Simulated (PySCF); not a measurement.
formyl cation (CHO), SMILES C#[O+], charge +1.

Geometry optimised at r2SCAN-D4/def2-TZVPD.

The numbers are results of PySCF with B3LYP/def2-TZVPD, not measurements.

The total energy comes out as -113.59661 hartree, the point group comes out as C∞v and the highest occupied level is -22.55 eV. The lowest empty level is -10.49 eV and the orbital gap comes out as 12.06 eV. The dipole moment about the centre of nuclear charge is 3.72 D and the mean static polarisability is 9.7 bohr³ (1.44 Å³). The polarisability, principal values is 7.7, 7.7, 13.8 bohr³.
